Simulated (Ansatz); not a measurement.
Input file for Ansatz (a first-principles code): R-CAM-B3LYP/def2-TZVPPD on C2H10Si (a complex). Files ending in .json are basis or fitting sets from the Basis Set Exchange.

Ansatz 0.2 input:
```yaml
crystal:
  periodic: [false, false, false]
  atoms:
    - {symbol: C, position_ang: [-0.08744108, 0.01240354, 0.32097134]}
    - {symbol: H, position_ang: [-0.33357381, -0.40106950, -0.65602036]}
    - {symbol: H, position_ang: [0.57247743, -0.67456127, 0.84870774]}
    - {symbol: H, position_ang: [0.41208120, 0.97190498, 0.19233665]}
    - {symbol: H, position_ang: [-1.00193496, 0.15110197, 0.89594749]}
    - {symbol: C, position_ang: [0.58335915, 1.13933933, 3.97604775]}
    - {symbol: Si, position_ang: [-0.21979320, -0.54071956, 4.19918647]}
    - {symbol: H, position_ang: [0.67053226, 1.39037496, 2.91815076]}
    - {symbol: H, position_ang: [1.58419010, 1.15176611, 4.41150476]}
    - {symbol: H, position_ang: [-0.00599434, 1.91876879, 4.46246768]}
    - {symbol: H, position_ang: [-1.58097607, -0.55461442, 3.61063036]}
    - {symbol: H, position_ang: [-0.33373742, -0.87551958, 5.64015218]}
    - {symbol: H, position_ang: [0.58326741, -1.59859456, 3.53925226]}
basis:
  gaussian:
    orbitals: def2-TZVPPD.json
hamiltonian:
  xc: {name: CAM-B3LYP}
scf: {lower_state_search: off}
```

Q: What total energy does the run end on?

A: -371.7157 hartree.

Q: How many basis functions does it have, and what does it roughly cost on one machine?

A: 292 functions; about 6 core-seconds (a rough figure).
